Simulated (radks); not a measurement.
Excited configurations of Cd I: one electron is placed in a higher orbital outside [Kr] 4d10 5s1. The ground configuration is [Kr] 4d10 5s2. Method: scalar-relativistic Kohn-Sham, LDA (Slater exchange, Perdew-Wang correlation), spin-unpolarised, spherical densities, point nucleus; computed with a radial shooting solver on a logarithmic mesh with Libxc functionals. Excitation = E - E(ground); binding = E(ion) - E, where the ion is the core of charge +1; n* = 1/sqrt(2 binding) in atomic units, and the quantum defect is n - n*.

outer orbital,excitation (eV),binding (eV),quantum defect,eigenvalue (eV),<r> (bohr)
4f,8.709,0.913,0.139,-0.440,17.48
5p,4.789,4.833,3.322,-2.255,4.077
5d,7.975,1.647,2.126,-0.720,9.711
6s,6.955,2.667,3.741,-1.556,8.072
6p,7.741,1.881,3.311,-1.065,10.63
6d,8.594,1.027,2.361,-0.576,18.60
6f,9.167,0.455,0.533,-0.289,44.41
7s,8.249,1.373,3.852,-0.849,15.94
7d,8.937,0.685,2.543,-0.423,30.20
7f,9.278,0.343,0.706,-0.228,61.84

The Delta-SCF ionisation energy is 9.622 eV (NIST Atomic Spectra Database: 8.994 eV, measured). Self-interaction in the functional shifts the binding energies and quantum defects, so they are the method's values and not measured ones. Spin polarisation and multiplet splitting are left out, so open shells lie too high by an amount that depends on their filling.

Beside tabulated values, note that spin-unpolarised runs miss the spin-polarisation part of the exchange energy of open shells.
